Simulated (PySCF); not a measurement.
A geometry optimisation, step by step.

Species: C8H19P.
Numbering: `[CH2:1]=[P@@:2]([CH3:3])([CH2:4][CH3:5])[CH2:6][CH:7]([CH3:8])[CH3:9]` (hydrogens: H10, H11 on C1; H12, H13, H14 on C3; H15, H16 on C4; H17, H18, H19 on C5; H20, H21 on C6; H22 on C7; H23, H24, H25 on C8; H26, H27, H28 on C9)

Computed by this run: PySCF, PBE0-D3(BJ)/def2-SVP geometry optimisation, gas phase; density fitting, grid level 1; the optimiser is geomeTRIC in internal coordinates, started from a GFN2-xTB structure with every atom displaced at random (about 0.01 Å). 7 of its 9 geometries are shown. The frame can shift and turn from step to step; on so coarse a grid that alone can change the energy by a few meV, and forces under 0.02 eV/Å are noise.

Step 0: E = -17871.5156 eV, largest atomic force 2.199 eV/Å
```
atom  x, y, z in Å  |  force x, y, z in eV/Å
C1     -0.984   -1.738    1.405   -0.456   2.147  -0.139
P2     -0.920   -0.550    0.159   -0.357  -0.021  -0.281
C3     -1.393   -1.384   -1.405    0.322  -0.117   0.819
C4     -2.222    0.671    0.491   -1.577  -0.296   0.071
C5     -2.533    1.695   -0.599    0.312   0.045   1.057
C6      0.478    0.602   -0.432    0.098  -1.179   0.358
C7      1.801   -0.184   -0.558   -0.249   0.189   0.069
C8      2.430   -0.389    0.813   -0.184  -0.569  -0.604
C9      2.766    0.551   -1.462   -0.400  -1.095  -1.060
H10    -0.840   -1.266    2.389   -0.098  -0.132   0.066
H11    -0.311   -2.529    1.231    1.048  -1.481  -0.246
H12    -0.716   -2.242   -1.528   -0.131  -0.055  -0.113
H13    -2.423   -1.729   -1.290   -0.126  -0.204  -0.004
H14    -1.312   -0.723   -2.254    0.089   0.386  -0.590
H15    -3.144    0.043    0.684    0.801   0.449  -0.020
H16    -1.999    1.176    1.444    0.119  -0.074   0.049
H17    -3.392    2.315   -0.315   -0.150  -0.055   0.002
H18    -1.693    2.377   -0.713    0.307   0.273  -0.297
H19    -2.746    1.211   -1.537   -0.160  -0.237  -0.769
H20     0.570    1.409    0.307    0.071   0.161   0.059
H21     0.192    1.042   -1.398   -0.131   0.025  -0.019
H22     1.575   -1.186   -1.001    0.120   0.363   0.135
H23     1.704   -0.863    1.459   -0.345  -0.336   0.555
H24     2.699    0.563    1.248    0.290   0.618   0.287
H25     3.315   -1.036    0.752    0.126   0.035   0.037
H26     2.341    0.667   -2.481    0.195   0.031   0.219
H27     2.984    1.520   -1.074    0.251   1.191   0.444
H28     3.708   -0.001   -1.547    0.211  -0.064  -0.084
```

Step 1: E = -17871.7511 eV, largest atomic force 0.597 eV/Å
```
atom  x, y, z in Å  |  force x, y, z in eV/Å
C1     -0.747   -1.501    1.575    0.240  -0.267  -0.477
P2     -0.940   -0.525    0.201    0.214  -0.184   0.253
C3     -1.420   -1.535   -1.237    0.039   0.131  -0.051
C4     -2.282    0.684    0.503    0.148   0.005  -0.026
C5     -2.618    1.638   -0.631   -0.010  -0.006  -0.092
C6      0.439    0.525   -0.502   -0.134   0.153   0.025
C7      1.795   -0.183   -0.615   -0.064  -0.029   0.014
C8      2.443   -0.353    0.754   -0.007   0.057   0.080
C9      2.719    0.563   -1.571    0.078   0.191   0.161
H10    -0.555   -0.952    2.500   -0.048   0.028   0.138
H11    -0.067   -2.363    1.406   -0.360   0.274   0.127
H12    -0.707   -2.365   -1.350   -0.014   0.028   0.017
H13    -2.421   -1.953   -1.071   -0.002  -0.026   0.023
H14    -1.408   -0.924   -2.154   -0.040  -0.116   0.044
H15    -3.137    0.069    0.818   -0.067  -0.025  -0.059
H16    -1.972    1.242    1.403    0.014  -0.004   0.021
H17    -3.490    2.256   -0.370   -0.021  -0.002  -0.013
H18    -1.786    2.327   -0.840   -0.002  -0.009  -0.025
H19    -2.858    1.109   -1.571    0.008   0.037   0.127
H20     0.534    1.402    0.167    0.010  -0.034  -0.082
H21     0.112    0.907   -1.488    0.042   0.007   0.060
H22     1.628   -1.195   -1.033   -0.033   0.001  -0.017
H23     1.756   -0.860    1.446    0.029   0.022  -0.004
H24     2.696    0.632    1.188    0.002  -0.070  -0.052
H25     3.368   -0.944    0.689    0.058   0.015  -0.022
H26     2.280    0.667   -2.574   -0.026  -0.004  -0.059
H27     2.930    1.581   -1.185   -0.051  -0.158  -0.097
H28     3.687    0.047   -1.672   -0.003  -0.013  -0.014
```

Step 3: E = -17871.7863 eV, largest atomic force 0.190 eV/Å
```
atom  x, y, z in Å  |  force x, y, z in eV/Å
C1     -0.808   -1.540    1.571    0.108   0.146   0.056
P2     -0.927   -0.536    0.223   -0.082  -0.020  -0.010
C3     -1.382   -1.539   -1.227    0.003  -0.010  -0.010
C4     -2.267    0.682    0.495   -0.030   0.007   0.012
C5     -2.571    1.649   -0.638    0.014   0.013   0.025
C6      0.436    0.540   -0.458    0.020   0.016   0.008
C7      1.786   -0.166   -0.604    0.034   0.008  -0.037
C8      2.482   -0.322    0.744    0.016  -0.018  -0.007
C9      2.677    0.572   -1.600   -0.008  -0.055  -0.016
H10    -0.685   -1.036    2.538   -0.051  -0.026  -0.033
H11    -0.202   -2.441    1.441   -0.006  -0.088  -0.020
H12    -0.661   -2.363   -1.323    0.005  -0.009  -0.002
H13    -2.377   -1.971   -1.059    0.009  -0.012   0.016
H14    -1.375   -0.952   -2.155   -0.005   0.014  -0.018
H15    -3.144    0.071    0.763    0.005   0.006  -0.006
H16    -1.983    1.223    1.414   -0.016  -0.005   0.002
H17    -3.449    2.267   -0.396    0.005  -0.001   0.008
H18    -1.734    2.334   -0.834    0.000  -0.002  -0.003
H19    -2.796    1.120   -1.577   -0.011  -0.015  -0.029
H20     0.535    1.413    0.212    0.014  -0.002   0.022
H21     0.101    0.930   -1.434   -0.027   0.006  -0.005
H22     1.603   -1.180   -1.010   -0.003  -0.001   0.009
H23     1.828   -0.826    1.470   -0.002  -0.007  -0.012
H24     2.748    0.667    1.152    0.004   0.019   0.012
H25     3.412   -0.903    0.644   -0.002   0.002   0.010
H26     2.201    0.652   -2.590    0.005  -0.011   0.010
H27     2.890    1.594   -1.249    0.000   0.038   0.015
H28     3.642    0.057   -1.729   -0.001   0.002   0.003
```

Step 4: E = -17871.7893 eV, largest atomic force 0.141 eV/Å
```
atom  x, y, z in Å  |  force x, y, z in eV/Å
C1     -0.800   -1.535    1.569    0.084   0.096   0.060
P2     -0.924   -0.530    0.225   -0.092  -0.019  -0.025
C3     -1.367   -1.538   -1.226    0.003  -0.017  -0.003
C4     -2.272    0.680    0.496   -0.009   0.001  -0.008
C5     -2.577    1.650   -0.635    0.007   0.000   0.009
C6      0.438    0.551   -0.452    0.030  -0.006  -0.002
C7      1.786   -0.161   -0.606    0.017   0.005  -0.011
C8      2.485   -0.320    0.740    0.013  -0.004   0.000
C9      2.677    0.567   -1.607   -0.025  -0.028  -0.017
H10    -0.701   -1.043    2.543   -0.033  -0.006  -0.012
H11    -0.215   -2.450    1.444   -0.005  -0.053  -0.029
H12    -0.636   -2.354   -1.322    0.004   0.005  -0.003
H13    -2.355   -1.984   -1.051    0.003  -0.005   0.003
H14    -1.372   -0.955   -2.157   -0.002   0.017   0.000
H15    -3.148    0.064    0.753    0.008  -0.008   0.002
H16    -1.998    1.219    1.419   -0.008  -0.004   0.002
H17    -3.459    2.262   -0.391    0.004   0.005   0.003
H18    -1.743    2.340   -0.828    0.004  -0.001   0.000
H19    -2.800    1.123   -1.576   -0.004  -0.003  -0.011
H20     0.542    1.421    0.221    0.009  -0.009   0.019
H21     0.097    0.946   -1.425   -0.006   0.005  -0.005
H22     1.596   -1.175   -1.009   -0.005  -0.002   0.006
H23     1.828   -0.823    1.466    0.003   0.000  -0.005
H24     2.755    0.668    1.150   -0.003   0.008   0.007
H25     3.412   -0.905    0.641   -0.003  -0.001   0.000
H26     2.199    0.641   -2.597    0.004  -0.001   0.002
H27     2.894    1.591   -1.263    0.004   0.022   0.008
H28     3.640    0.048   -1.735    0.000   0.004   0.010
```

Step 5: E = -17871.7917 eV, largest atomic force 0.064 eV/Å
```
atom  x, y, z in Å  |  force x, y, z in eV/Å
C1     -0.789   -1.527    1.572    0.054   0.015   0.031
P2     -0.922   -0.527    0.228   -0.049  -0.012  -0.012
C3     -1.353   -1.540   -1.225    0.000  -0.018   0.012
C4     -2.280    0.675    0.494    0.007   0.005  -0.026
C5     -2.579    1.650   -0.634   -0.005  -0.006  -0.002
C6      0.439    0.559   -0.445    0.001  -0.017  -0.014
C7      1.784   -0.157   -0.607   -0.003  -0.002   0.012
C8      2.489   -0.317    0.736    0.012   0.007  -0.001
C9      2.671    0.565   -1.615   -0.011   0.002  -0.007
H10    -0.717   -1.046    2.552   -0.011   0.008   0.003
H11    -0.228   -2.458    1.449   -0.015   0.003  -0.018
H12    -0.609   -2.344   -1.323    0.004   0.011  -0.007
H13    -2.332   -2.003   -1.044   -0.002   0.001  -0.009
H14    -1.372   -0.956   -2.156   -0.002   0.010   0.013
H15    -3.154    0.052    0.740    0.001  -0.009   0.001
H16    -2.018    1.209    1.423   -0.001  -0.005   0.004
H17    -3.462    2.261   -0.390    0.002   0.005  -0.001
H18    -1.744    2.342   -0.818    0.003  -0.003   0.003
H19    -2.796    1.128   -1.579    0.001   0.006   0.007
H20     0.548    1.423    0.235   -0.003  -0.010   0.009
H21     0.093    0.960   -1.414    0.013   0.008   0.002
H22     1.589   -1.171   -1.006   -0.001  -0.002   0.002
H23     1.834   -0.821    1.462    0.003   0.004  -0.001
H24     2.761    0.671    1.147   -0.006  -0.004  -0.001
H25     3.416   -0.902    0.633    0.001  -0.001  -0.004
H26     2.190    0.631   -2.605    0.000   0.003  -0.001
H27     2.887    1.593   -1.280    0.002  -0.004  -0.001
H28     3.634    0.046   -1.742    0.006   0.005   0.005
```

Step 7: E = -17871.7933 eV, largest atomic force under 0.02 eV/Å
```
atom  x, y, z in Å  |  force x, y, z in eV/Å
C1     -0.770   -1.518    1.579   -0.011  -0.014  -0.005
P2     -0.924   -0.533    0.230    0.015   0.002   0.003
C3     -1.343   -1.550   -1.222   -0.002  -0.009   0.015
C4     -2.290    0.661    0.488    0.005   0.002  -0.009
C5     -2.578    1.649   -0.631    0.000   0.002   0.000
C6      0.434    0.558   -0.440   -0.010  -0.011  -0.011
C7      1.782   -0.154   -0.607   -0.004  -0.001   0.010
C8      2.497   -0.304    0.732   -0.001   0.002  -0.001
C9      2.658    0.570   -1.624    0.004   0.008   0.000
H10    -0.719   -1.041    2.562    0.010   0.004   0.003
H11    -0.235   -2.464    1.456   -0.003   0.010   0.003
H12    -0.581   -2.334   -1.334    0.004   0.005  -0.007
H13    -2.311   -2.035   -1.039    0.000   0.000  -0.004
H14    -1.381   -0.956   -2.146   -0.003   0.001   0.002
H15    -3.164    0.032    0.719   -0.003   0.001  -0.003
H16    -2.041    1.186    1.427   -0.001  -0.004   0.004
H17    -3.460    2.261   -0.388   -0.001  -0.001   0.000
H18    -1.738    2.339   -0.801   -0.001   0.000  -0.001
H19    -2.789    1.138   -1.584    0.001   0.001   0.003
H20     0.543    1.415    0.249   -0.005   0.001   0.000
H21     0.090    0.968   -1.405    0.007   0.006   0.002
H22     1.590   -1.171   -1.000    0.001   0.000   0.000
H23     1.851   -0.812    1.462    0.000   0.002   0.001
H24     2.763    0.686    1.139    0.000  -0.001  -0.002
H25     3.429   -0.882    0.623    0.001   0.001  -0.001
H26     2.175    0.623   -2.613   -0.001   0.001  -0.001
H27     2.864    1.603   -1.296   -0.001  -0.005  -0.002
H28     3.627    0.062   -1.748    0.000   0.000  -0.001
```

Step 8: E = -17871.7935 eV, largest atomic force 0.023 eV/Å
```
atom  x, y, z in Å  |  force x, y, z in eV/Å
C1     -0.764   -1.519    1.581   -0.021  -0.005  -0.005
P2     -0.924   -0.536    0.230    0.015   0.004   0.000
C3     -1.343   -1.554   -1.221   -0.001  -0.003   0.005
C4     -2.291    0.656    0.488    0.001   0.000   0.000
C5     -2.578    1.647   -0.629    0.002   0.003   0.002
C6      0.432    0.556   -0.441   -0.003  -0.003  -0.003
C7      1.782   -0.152   -0.607    0.000   0.001   0.001
C8      2.499   -0.297    0.731   -0.003   0.001   0.000
C9      2.655    0.573   -1.626    0.003   0.002   0.001
H10    -0.712   -1.039    2.562    0.010   0.000   0.001
H11    -0.233   -2.466    1.458    0.004   0.001   0.004
H12    -0.576   -2.333   -1.339    0.003   0.002  -0.003
H13    -2.308   -2.046   -1.037    0.002  -0.002   0.002
H14    -1.387   -0.957   -2.143   -0.003  -0.001  -0.001
H15    -3.166    0.025    0.714   -0.002   0.002  -0.003
H16    -2.045    1.177    1.429   -0.002  -0.003   0.002
H17    -3.460    2.259   -0.386   -0.001  -0.002   0.000
H18    -1.738    2.338   -0.795   -0.001   0.000  -0.001
H19    -2.787    1.140   -1.584    0.000  -0.001  -0.001
H20     0.538    1.413    0.249   -0.002   0.002  -0.001
H21     0.089    0.967   -1.406    0.000   0.001   0.001
H22     1.592   -1.170   -0.998    0.001   0.000   0.001
H23     1.855   -0.806    1.464    0.000   0.000   0.000
H24     2.761    0.696    1.136    0.002   0.001  -0.001
H25     3.432   -0.872    0.622    0.000   0.001   0.001
H26     2.171    0.622   -2.615   -0.001   0.000   0.000
H27     2.857    1.607   -1.301   -0.001   0.000   0.000
H28     3.626    0.068   -1.749   -0.002  -0.001  -0.002
```

Problem. Summarise the path.

Solution. The energy falls by 0.2779 eV from step 0 to step 8; nine tenths of that is first reached at step 2. It falls at every step. The largest force goes from 2.199 to 0.023 eV/Å. Among the bonds C1=P2 changes most, from 1.722 to 1.678 Å; the atoms move by 0.092 Å rms after alignment.

Problem. Follow the three bonds and two angles with the largest change from start to end.

Solution. 
```json
{"step": "0", "E above end (eV)": "0.2779", "largest force (eV/Å)": "2.199", "C1=P2 (Å)": "1.722", "C1–H11 (Å)": "1.053", "P2–C6 (Å)": "1.905", "P2–C1–H10 (°)": "110.3", "C1–P2–C6 (°)": "132.0"}
{"step": "1", "E above end (eV)": "0.0425", "largest force (eV/Å)": "0.597", "C1=P2 (Å)": "1.696", "C1–H11 (Å)": "1.110", "P2–C6 (Å)": "1.870", "P2–C1–H10 (°)": "114.6", "C1–P2–C6 (°)": "122.9"}
{"step": "2", "E above end (eV)": "0.0147", "largest force (eV/Å)": "0.233", "C1=P2 (Å)": "1.690", "C1–H11 (Å)": "1.099", "P2–C6 (Å)": "1.870", "P2–C1–H10 (°)": "115.4", "C1–P2–C6 (°)": "125.1"}
{"step": "3", "E above end (eV)": "0.0073", "largest force (eV/Å)": "0.190", "C1=P2 (Å)": "1.685", "C1–H11 (Å)": "1.093", "P2–C6 (Å)": "1.865", "P2–C1–H10 (°)": "116.1", "C1–P2–C6 (°)": "125.7"}
{"step": "4", "E above end (eV)": "0.0042", "largest force (eV/Å)": "0.141", "C1=P2 (Å)": "1.683", "C1–H11 (Å)": "1.093", "P2–C6 (Å)": "1.866", "P2–C1–H10 (°)": "116.7", "C1–P2–C6 (°)": "125.6"}
{"step": "5", "E above end (eV)": "0.0019", "largest force (eV/Å)": "0.064", "C1=P2 (Å)": "1.680", "C1–H11 (Å)": "1.094", "P2–C6 (Å)": "1.867", "P2–C1–H10 (°)": "117.4", "C1–P2–C6 (°)": "125.2"}
{"step": "6", "E above end (eV)": "0.0007", "largest force (eV/Å)": "0.028", "C1=P2 (Å)": "1.679", "C1–H11 (Å)": "1.094", "P2–C6 (Å)": "1.867", "P2–C1–H10 (°)": "117.8", "C1–P2–C6 (°)": "124.7"}
{"step": "7", "E above end (eV)": "0.0002", "largest force (eV/Å)": "under 0.02", "C1=P2 (Å)": "1.678", "C1–H11 (Å)": "1.093", "P2–C6 (Å)": "1.866", "P2–C1–H10 (°)": "118.0", "C1–P2–C6 (°)": "124.4"}
{"step": "8", "E above end (eV)": "0.0000", "largest force (eV/Å)": "0.023", "C1=P2 (Å)": "1.678", "C1–H11 (Å)": "1.093", "P2–C6 (Å)": "1.866", "P2–C1–H10 (°)": "118.1", "C1–P2–C6 (°)": "124.3"}
```

The cost below is that of the whole optimisation. Hardware: one thread of an Arm Neoverse V2, on a shared host. Cost: 4.2 min of wall time, 1.0 GiB resident at most.
